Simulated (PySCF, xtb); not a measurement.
Ge(I)(SH) (GeHIS), SMILES [SH][Ge][I] (connectivity only; charge and spin as stated), neutral, multiplicity 1.

xtb 6.7.1 with GFN2-xTB at its own geometry gives an orbital gap of 3.18 eV and a dipole moment of 7.36 D.

Geometry: PBE0-D3(BJ)/def2-SVP. The def2 effective core potentials stand for the cores of I; spin–orbit coupling is left out. Other conformers were not sampled.

Question: What does PySCF with M06-2X/def2-TZVPD give? (The exact figures need the calculation; the answer reports its results.)

Answer: gap 6.13 eV (levels -8.16 and -2.03 eV), dipole 2.37 D.
